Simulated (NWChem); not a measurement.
System: GeH₃SeF; SMILES F[Se][GeH3]

Parts of the log:

```
             Northwest Computational Chemistry Package (NWChem) 7.3.0
             --------------------------------------------------------

 CS  symmetry detected

                             Geometry "geometry" -> ""
                             -------------------------

 Output coordinates in angstroms (scale by  1.889725989 to convert to a.u.)

  No.       Tag          Charge          X              Y              Z
 ---- ---------------- ---------- -------------- -------------- --------------
    1 Se                  34.0000    -0.40375062    -1.00532634     0.00000000
    2 F                    9.0000     1.31978035    -1.46423808     0.00000000
    3 Ge                  32.0000     0.04731703     1.31355520     0.00000000
    4 H                    1.0000     0.83906742     1.67638327    -1.26448053
    5 H                    1.0000    -1.34278200     1.97270553     0.00000000
    6 H                    1.0000     0.83906742     1.67638327     1.26448053

 Effective nuclear repulsion energy (a.u.)     438.9129947622

      Symmetry information
      --------------------

 Group name             Cs
 Group number              2
 Group order               2
 No. of unique centers     5

                                 NWChem DFT Module
                                 -----------------

 Summary of "ao basis" -> "ao basis" (spherical)
 ------------------------------------------------------------------------------
       Tag                 Description            Shells   Functions and Types
 ---------------- ------------------------------  ------  ---------------------
 Se                        def2-tzvp                16       48   6s5p4d1f
 F                         def2-tzvp                11       31   5s3p2d1f
 Ge                        def2-tzvp                16       48   6s5p4d1f
 H                         def2-tzvp                 4        6   3s1p

      Symmetry analysis of basis
      --------------------------

        a'         96
        a"         49

            General Information
            -------------------
          SCF calculation type: DFT
          Wavefunction type:  closed shell.
          No. of atoms     :     6
          No. of electrons :    78
           Alpha electrons :    39
            Beta electrons :    39
          Charge           :     0
          Spin multiplicity:     1
          Use of symmetry is: on ; symmetry adaption is: on
          Maximum number of iterations: 150
          AO basis - number of functions:   145
                     number of shells:    55
          Convergence on energy requested:  1.00D-06
          Convergence on density requested:  1.00D-05
          Convergence on gradient requested:  5.00D-04

              XC Information
              --------------
                         B3LYP Method XC Potential
                     Hartree-Fock (Exact) Exchange  0.200
                        Slater Exchange Functional  0.800 local
                    Becke 1988 Exchange Functional  0.720 non-local
              Lee-Yang-Parr Correlation Functional  0.810
                  VWN I RPA Correlation Functional  0.190 local

             Grid Information
             ----------------
          Grid used for XC integration:  medium
          Radial quadrature: Mura-Knowles
          Angular quadrature: Lebedev.
          Tag              B.-S. Rad. Rad. Pts. Rad. Cut. Ang. Pts.
          ---              ---------- --------- --------- ---------
          Se                  1.15      112          10.0       590
          F                   0.50       49          12.0       434
          Ge                  1.25      112           9.0       590
          H                   0.35       45          10.0       434
          Grid pruning is: on
          Number of quadrature shells:   363
          Spatial weights used:  Erf1

      Superposition of Atomic Density Guess
      -------------------------------------

 Sum of atomic energies:       -4576.03009489

      Non-variational initial energy
      ------------------------------

 Total energy =   -4576.485275
 1-e energy   =   -7255.711644
 2-e energy   =    2240.313373
 HOMO         =      -0.255850
 LUMO         =      -0.090925

      Symmetry analysis of molecular orbitals - initial
      -------------------------------------------------

  Numbering of irreducible representations:

     1 a'          2 a"

  Orbital symmetries:

     1 a'          2 a'          3 a'          4 a'          5 a'
     6 a"          7 a'          8 a'          9 a"         10 a'
    11 a'         12 a'         13 a'         14 a'         15 a'
    16 a"         17 a'         18 a"         19 a'         20 a'
    21 a'         22 a"         23 a'         24 a"         25 a'
    26 a"         27 a'         28 a'         29 a'         30 a"
    31 a'         32 a'         33 a"         34 a'         35 a'
    36 a"         37 a'         38 a'         39 a"         40 a'
    41 a'         42 a'         43 a"         44 a'         45 a'
    46 a"         47 a'         48 a"         49 a'

     ---------------------------------------------
      Total Density - Mulliken Population Analysis
     ---------------------------------------------

    Atom       Charge   Shell Charges
 -----------   ------   -------------------------------------------------------
    1 Se  34    33.83   2.00  2.00  1.17  0.78  0.99  0.96  6.00  5.93  0.85  2.05  0.99  8.96  1.04  0.02  0.07  0.02
    2 F    9     9.50   0.77  1.20  0.61  1.02  0.33  2.33  2.32  0.91  0.00  0.01  0.00
    3 Ge  32    31.63   2.00  2.00  1.16  0.80  0.81  0.58  5.98  4.42  1.57  1.25  0.92  8.90  1.11  0.03  0.08  0.01
    4 H    1     1.02   0.22  0.54  0.26  0.01
    5 H    1     1.00   0.21  0.53  0.25  0.01
    6 H    1     1.02   0.22  0.54  0.26  0.01

   convergence    iter        energy       DeltaE   RMS-Dens  Diis-err
 ---------------- ----- ----------------- --------- --------- ---------
 d= 0,ls=0.0,diis     1  -4580.2499667711 -5.02D+03  6.53D-03  1.18D+00
 d= 0,ls=0.0,diis     2  -4580.1920232296  5.79D-02  4.39D-03  1.43D+00
 d= 0,ls=0.0,diis     3  -4580.2948191159 -1.03D-01  1.38D-03  3.91D-01
 d= 0,ls=0.0,diis     4  -4580.3237190606 -2.89D-02  4.36D-04  5.27D-03
 d= 0,ls=0.0,diis     5  -4580.3242743321 -5.55D-04  1.34D-04  7.10D-04
  Resetting Diis
 d= 0,ls=0.0,diis     6  -4580.3243624956 -8.82D-05  2.75D-05  8.46D-05
 d= 0,ls=0.0,diis     7  -4580.3243670391 -4.54D-06  1.26D-05  4.34D-06
 d= 0,ls=0.0,diis     8  -4580.3243666775  3.62D-07  7.80D-06  9.39D-06

         Total DFT energy =    -4580.324366677525
      One electron energy =    -7254.655770754427
           Coulomb energy =     2413.288336315297
    Exchange-Corr. energy =     -177.869927000627
 Nuclear repulsion energy =      438.912994762231

 Numeric. integr. density =       77.999976636652

                  Occupations of the irreducible representations
                  ----------------------------------------------

                     irrep           alpha         beta
                     --------     --------     --------
                     a'               28.0         28.0
                     a"               11.0         11.0

                       DFT Final Molecular Orbital Analysis
                       ------------------------------------

 Vector   37  Occ=2.000000D+00  E=-3.699071D-01  Symmetry=a"
              MO Center=  5.6D-01,  1.4D+00,  2.8D-10, r^2= 2.6D+00
   Bfn.  Coefficient  Atom+Function         Bfn.  Coefficient  Atom+Function
  ----- ------------  ---------------      ----- ------------  ---------------
    97      0.342886  3 Ge pz               129     -0.228121  4 H  s
   141      0.228121  6 H  s                100      0.186365  3 Ge pz
    91     -0.166002  3 Ge pz               128     -0.137323  4 H  s
   140      0.137323  6 H  s                130     -0.118842  4 H  s
   142      0.118842  6 H  s                 56     -0.100395  2 F  pz

 Vector   38  Occ=2.000000D+00  E=-3.139073D-01  Symmetry=a'
              MO Center= -1.1D-01, -4.3D-01, -1.9D-13, r^2= 3.3D+00
   Bfn.  Coefficient  Atom+Function         Bfn.  Coefficient  Atom+Function
  ----- ------------  ---------------      ----- ------------  ---------------
    17      0.358978  1 Se py                96     -0.285292  3 Ge py
    11     -0.232855  1 Se py                14      0.209292  1 Se py
    55     -0.207039  2 F  py                20      0.186262  1 Se py
    58     -0.163844  2 F  py                16      0.145346  1 Se px
    61     -0.139305  2 F  py                 5     -0.134472  1 Se s

 Vector   39  Occ=2.000000D+00  E=-2.478492D-01  Symmetry=a"
              MO Center= -2.5D-01, -8.4D-01,  5.5D-15, r^2= 2.4D+00
   Bfn.  Coefficient  Atom+Function         Bfn.  Coefficient  Atom+Function
  ----- ------------  ---------------      ----- ------------  ---------------
    18      0.488261  1 Se pz                21      0.328827  1 Se pz
    12     -0.319333  1 Se pz                15      0.294689  1 Se pz
    56     -0.179255  2 F  pz                59     -0.138763  2 F  pz
    62     -0.133119  2 F  pz                 9      0.097034  1 Se pz
   130      0.076992  4 H  s                142     -0.076992  6 H  s

 Vector   40  Occ=0.000000D+00  E=-8.936798D-02  Symmetry=a'
              MO Center= -2.4D-01, -8.4D-01, -3.5D-13, r^2= 3.0D+00
   Bfn.  Coefficient  Atom+Function         Bfn.  Coefficient  Atom+Function
  ----- ------------  ---------------      ----- ------------  ---------------
    19      0.463296  1 Se px                16      0.373720  1 Se px
    53     -0.268762  2 F  s                 20     -0.241634  1 Se py
    54      0.236460  2 F  px                10     -0.234972  1 Se px
    13      0.222997  1 Se px                60      0.210968  2 F  px
    57      0.193758  2 F  px                 6      0.176498  1 Se s

[...]
```

Level: B3LYP/def2-TZVP. The geometry was optimised at PBE0/def2-SVP. B3LYP is NWChem's, with the RPA form of VWN correlation.

Which NWChem input produces such a log?

This is not unique; one that fits is the input that was run:
```
start job
memory heap 200 mb stack 900 mb global 1100 mb
geometry units angstroms noautoz
  Se    -0.267167     0.977396    -0.452434
  F      1.056865     1.496391     0.624015
  Ge     0.124587    -1.324040    -0.091055
  H     -0.056001    -1.640817     1.400396
  H     -0.939489    -2.031413    -0.947925
  H      1.544191    -1.676935    -0.557599
end
basis spherical
  * library def2-tzvp
end
dft
  xc b3lyp
  iterations 150
  mulliken
end
task dft energy
```
